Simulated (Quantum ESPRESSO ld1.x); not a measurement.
Values are calculated unless marked as measured or tabulated.
Species: Mn15+. Configuration: [He] 2s2 2p5 4p1 (not the ground configuration).

Code: ld1.x of Quantum ESPRESSO 7.5. Model: non-relativistic Kohn-Sham, LDA (Slater exchange, Perdew-Wang correlation), spin-polarised, spherical densities, point nucleus; open shells are filled with parallel spins first.

Energy parts (hartree):
part                      energy
total                 -1011.6371
kinetic                1010.9024
electron-nucleus      -2188.7853
Hartree                 199.9463
exchange-correlation    -33.7005

Orbitals (lengths in bohr, moments of r in powers of bohr; r(max) is where P^2 peaks; r(90%) holds 90 % of the orbital's charge):
1s up: occ. 1; eigenvalue (hartree) -255.138; r(90%) 0.110; r(max) 0.04059; <1/r> 24.49; <r^4> 0.00006590
1s down: occ. 1; eigenvalue (hartree) -254.959; r(90%) 0.110; r(max) 0.04058; <1/r> 24.50; <r^4> 0.00006577
2s up: occ. 1; eigenvalue (hartree) -45.9402; r(90%) 0.422; r(max) 0.2315; <1/r> 5.387; <r^4> 0.01324
2s down: occ. 1; eigenvalue (hartree) -45.6886; r(90%) 0.423; r(max) 0.2318; <1/r> 5.375; <r^4> 0.01333
2p up: occ. 3; eigenvalue (hartree) -42.5759; r(90%) 0.388; r(max) 0.1848; <1/r> 5.341; <r^4> 0.009413
2p down: occ. 2; eigenvalue (hartree) -42.2772; r(90%) 0.389; r(max) 0.1851; <1/r> 5.330; <r^4> 0.009519
4p up: occ. 1; eigenvalue (hartree) -8.67129; r(90%) 1.83; r(max) 1.305; <1/r> 1.109; <r^4> 4.915
4p down: occ. 0; eigenvalue (hartree) -8.45022; r(90%) 1.85; r(max) 1.308; <1/r> 1.099; <r^4> 5.091

The highest occupied level is 4p up at -235.96 eV. Virial ratio -V/T = 2.00073. Summed over all electrons, <r^2> = 2.418 bohr^2, which gives a Langevin (diamagnetic) susceptibility term of -1.91 x 10^-6 cm^3/mol.
